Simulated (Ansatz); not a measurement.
Spectroscopic constants of CuNi, multiplicity 2 (the spin of the measured ground state). No spin–orbit coupling. Ni is treated without relativity. Cu is treated without relativity.

The constants come from a fifth-degree fit in 1/R (seven points, main isotopes). In def2 and cc sets the state is the lowest found near the PBE0 minimum, followed along R.

The values were computed with Ansatz (Gaussian orbitals). Each number belongs to the level named beside it.

| level | r_e (Å) | ω_e (cm⁻¹) | ω_e x_e (cm⁻¹) | B_e (cm⁻¹) | D_e (eV) | dipole (D) |
|---|---|---|---|---|---|---|
| PBE/def2-TZVPP | 2.256 | 263 | 1.1 | 0.110 | 2.13 | 0.19 |
| r2SCAN/def2-TZVPP | 2.229 | 275 | 1.1 | 0.113 | 2.02 | 0.12 |
| B97M-V/def2-TZVPP | 2.276 | 251 | 1.1 | 0.108 | 1.96 | 0.09 |
| B3LYP/def2-TZVPP | 2.292 | 253 | 1.0 | 0.106 | 1.82 | 0.15 |
| PBE0/def2-TZVPP | 2.285 | 254 | 1.0 | 0.107 | 1.76 | 0.15 |
| BHLYP/def2-TZVPP | 2.320 | 240 | 0.92 | 0.104 | 1.27 | 0.15 |
| CAM-B3LYP/def2-TZVPP | 2.273 | 264 | 0.98 | 0.108 | 1.76 | 0.17 |
| wB97X-V/def2-TZVPP | 2.283 | 262 | 0.89 | 0.107 | 1.80 | 0.15 |
| wB97M-V/def2-TZVPP | 2.287 | 261 | 0.88 | 0.107 | 1.95 | 0.16 |
| B2PLYP/def2-TZVPP | 2.275 | 264 | 1.0 | 0.108 | - | - |

D_e counts from each atom's lowest state at the same level, without counterpoise or zero-point energy.

Correlated levels freeze the inner cores; with def2 sets outer-core shells near the valence are correlated too.

Measured for the ground state: D_0 2.052 ± 0.099 eV (a handbook's tabulated 298 K bond energy less 3RT/2; such tables hold older values) [Luo, bond dissociation energies, CRC Handbook].

Ansatz is an electronic-structure program.
